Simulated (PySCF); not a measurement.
Cl2Y (SMILES [Cl][Y+][Cl]), charge +1, singlet, at a GFN2-xTB geometry (such geometries of metal compounds can be far from the true shape) (the multiplicity is a formal guess) (core potentials on Y); B97-1/def2-SV(P) (PySCF).

Here is a job for PySCF.
```python
from pyscf import gto, scf, dft

mol = gto.M(
    atom='''
Y     0.57590956   -0.03725126    0.56239799
Cl    0.55480110    0.35336423   -1.86913145
Cl   -1.87600539   -0.26790545    0.57892429
''',
    basis='def2-sv(p)',
    ecp={'Y': 'def2-sv(p)'},
    charge=1,
    verbose=4,
)

mf = dft.RKS(mol)
mf.xc = 'b97-1'
mf.kernel()
```

Q: Predict the main parts of the log of this PySCF run.

A: 
```
PySCF version 2.14.0

[INPUT] verbose = 4
[INPUT] num. atoms = 3
[INPUT] num. electrons = 44
[INPUT] charge = 1
[INPUT] spin (= nelec alpha-beta = 2S) = 0
[INPUT] symmetry False subgroup None
[INPUT] Mole.unit = angstrom
[INPUT] Symbol           X                Y                Z      unit          X                Y                Z       unit  Magmom
[INPUT]  1 Y      0.575909560000  -0.037251260000   0.562397990000 AA    1.088311340919  -0.070394679195   1.062778174106 Bohr   0.0
[INPUT]  2 Cl     0.554801100000   0.353364230000  -1.869131450000 AA    1.048422132607   0.667761616918  -3.532146531311 Bohr   0.0
[INPUT]  3 Cl    -1.876005390000  -0.267905450000   0.578924290000 AA   -3.545136395308  -0.506267927778   1.094008354958 Bohr   0.0

nuclear repulsion = 123.98853275815
number of shells = 26
number of NR pGTOs = 122
number of NR cGTOs = 60
basis = def2-sv(p)
ecp = {'Y': 'def2-sv(p)'}

******** <class 'pyscf.dft.rks.RKS'> ********
method = RKS
initial guess = minao
damping factor = 0
level_shift factor = 0
DIIS = <class 'pyscf.scf.diis.CDIIS'>
diis_start_cycle = 1
diis_space = 8
diis_damp = 0
SCF conv_tol = 1e-09
SCF conv_tol_grad = None
SCF max_cycles = 50
direct_scf = True
direct_scf_tol = 1e-13
XC library pyscf.dft.libxc version 7.1.2
    S. Lehtola, C. Steigemann, M. J. T. Oliveira, and M. A. L. Marques,  SoftwareX 7, 1–5 (2018)
XC functionals = b97-1
    F. A. Hamprecht, A. J. Cohen, D. J. Tozer, and N. C. Handy,  J. Chem. Phys. 109, 6264 (1998)
radial grids:
    Treutler-Ahlrichs [JCP 102, 346 (1995); DOI:10.1063/1.469408] (M4) radial grids

becke partition: Becke, JCP 88, 2547 (1988); DOI:10.1063/1.454033
pruning grids: <function nwchem_prune>
grids dens level: 3
symmetrized grids: False
atomic radii adjust function: <function treutler_atomic_radii_adjust>
small_rho_cutoff = 0
Set gradient conv threshold to 3.16228e-05
Initial guess from minao.
tot grids = 59640
init E= -953.164987362432
  HOMO = -0.524962268995427  LUMO = -0.460219023539395  gap/eV = 1.76175
cycle= 1 E= -957.738099901212  delta_E= -4.57  |g|= 1.22  |ddm|= 4.62
  HOMO = -0.555813159734683  LUMO = -0.155556535733517  gap/eV = 10.89154
cycle= 2 E= -957.63244209523  delta_E= 0.106  |g|= 1.27  |ddm|= 3.15
  HOMO = -0.445354020076967  LUMO = -0.281436162937711  gap/eV = 4.46043
cycle= 3 E= -958.193092815029  delta_E= -0.561  |g|= 0.142  |ddm|= 1.83
  HOMO = -0.475017956052064  LUMO = -0.313570498542384  gap/eV = 4.39321
cycle= 4 E= -958.197987516636  delta_E= -0.00489  |g|= 0.0246  |ddm|= 0.271
  HOMO = -0.470961967655366  LUMO = -0.308908762001933  gap/eV = 4.40969
cycle= 5 E= -958.198141553483  delta_E= -0.000154  |g|= 0.0045  |ddm|= 0.0444
  HOMO = -0.471783909675806  LUMO = -0.308750326941866  gap/eV = 4.43637
cycle= 6 E= -958.198147859838  delta_E= -6.31e-06  |g|= 0.00168  |ddm|= 0.00714
  HOMO = -0.471603798097653  LUMO = -0.308796058210344  gap/eV = 4.43022
cycle= 7 E= -958.198148753433  delta_E= -8.94e-07  |g|= 0.000329  |ddm|= 0.0022
  HOMO = -0.47159682765276  LUMO = -0.308818509366081  gap/eV = 4.42942
cycle= 8 E= -958.198148789163  delta_E= -3.57e-08  |g|= 7.51e-05  |ddm|= 0.000412
  HOMO = -0.471591986845315  LUMO = -0.30883048994494  gap/eV = 4.42897
cycle= 9 E= -958.198148791368  delta_E= -2.21e-09  |g|= 2.78e-05  |ddm|= 0.000166
  HOMO = -0.471593094663531  LUMO = -0.308829302658539  gap/eV = 4.42903
cycle= 10 E= -958.198148791589  delta_E= -2.21e-10  |g|= 1.27e-05  |ddm|= 3.82e-05
  HOMO = -0.471594737831364  LUMO = -0.308826599680489  gap/eV = 4.42915
Extra cycle  E= -958.198148791431  delta_E= 1.58e-10  |g|= 2.43e-05  |ddm|= 5.02e-05
converged SCF energy = -958.198148791431
```
